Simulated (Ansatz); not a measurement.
An input meant for Mg8O8 (started as a model of: 1x4x4 MgO rock-salt block) (charge 0, singlet).

```yaml
crystal:
  periodic: [false, false, false]
  atoms:
    - {symbol: Mg, position_ang: [0.467703, -2.711708, -2.692841]}
    - {symbol: O, position_ang: [-0.027152, -2.996133, -0.928405]}
    - {symbol: Mg, position_ang: [0.052529, -2.905895, 1.009158]}
    - {symbol: O, position_ang: [0.578549, -2.831514, 2.823262]}
    - {symbol: O, position_ang: [0.049521, -0.927707, -2.971179]}
    - {symbol: Mg, position_ang: [-0.603343, -0.970513, -0.975959]}
    - {symbol: O, position_ang: [-0.627048, -0.988441, 0.994321]}
    - {symbol: Mg, position_ang: [0.090814, -1.006642, 2.899362]}
    - {symbol: Mg, position_ang: [0.080475, 1.009796, -2.892925]}
    - {symbol: O, position_ang: [-0.684085, 1.004605, -1.000314]}
    - {symbol: Mg, position_ang: [-0.592176, 0.979885, 0.975587]}
    - {symbol: O, position_ang: [0.031189, 0.931282, 2.987788]}
    - {symbol: O, position_ang: [0.598457, 2.823174, -2.809137]}
    - {symbol: Mg, position_ang: [0.047056, 2.908846, -1.005454]}
    - {symbol: O, position_ang: [0.013453, 2.987071, 0.932250]}
    - {symbol: Mg, position_ang: [0.476958, 2.707997, 2.705886]}
basis:
  gaussian: {orbitals: def2-mTZVPP}
hamiltonian: {xc: {name: HF}}
correlation: {method: mp2, frozen_orbitals: {Mg: 0}}
scf: {lower_state_search: off}
```

```sh
$ ansatz run in.yaml --threads 4 --pin off --events-out ev --progress --plain --max-ram 6963MiB
```

Output, abridged:

```
Functional definition: HF
Error: "frozen_orbitals" has no count for O
```

In this input frozen orbitals are typed for one element alone, and the program wants a count for each (the count typed has to fit that element's core, too). The input was rejected before any iteration.
